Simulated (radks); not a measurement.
Question: Tm+, configuration [Xe] 4f13 6s1. Calculated with a radial shooting solver on a logarithmic mesh with Libxc functionals: scalar-relativistic Kohn-Sham, BLYP, spin-polarised, spherical densities, finite nucleus; open shells are filled with parallel spins first (spin-orbit coupling, left out, can overturn this in heavy ions); Fermi nuclear charge, rms radius 5.2256 fm. Some entries of the table are withheld. Estimate them.

orbital,occ.,eigenvalue (hartree),r(max) (bohr),<1/r> (bohr^-1)
1s up,1,-2178.812,0.01261,79.07
1s down,1,-2178.812,0.01261,79.07
2s up,1,-367.8182,0.07189,18.42
2s down,1,-367.8176,0.07189,18.42
2p up,3,-324.8499,0.05854,16.97
2p down,3,-324.8494,0.05854,16.97
3s up,1,-82.84860,0.2033,6.800
3s down,1,-82.83245,0.2032,6.801
3p up,3,-69.83388,0.2002,6.342
3p down,3,-69.81775,0.2002,6.343
3d up,5,-53.74758,0.1632,6.009
3d down,5,-53.73519,0.1632,6.010
4s up,1,-16.51765,0.4643,2.873
4s down,1,-16.48381,0.4643,2.873
4p up,3,-12.24001,0.4856,2.625
4p down,3,-12.20676,0.4855,2.625
4d up,5,-6.55707,0.5010,2.319
4d down,5,-6.52445,0.5010,2.318
5s up,1,-2.20908,1.090,1.079
5s down,1,-2.19207,1.091,1.077
5p up,3,-1.23455,1.252,0.8871
5p down,3,-1.22049,1.255,0.8858
4f up,7,-0.36501,0.4954,1.691
6s up,1,-0.34878,3.095,0.3533
4f down,6,-0.33599,0.4958,1.684
6s down,0,-0.32713,3.084,0.3527
5d up,0,-0.24817,(1),0.4662
5d down,0,-0.23094,(2),0.4704
6p up,0,-0.20912,3.997,0.2708
6p down,0,-0.18991,4.052,0.2643

Answer: 
(1) 5d up r(max) (bohr): 2.012
(2) 5d down r(max) (bohr): 1.987
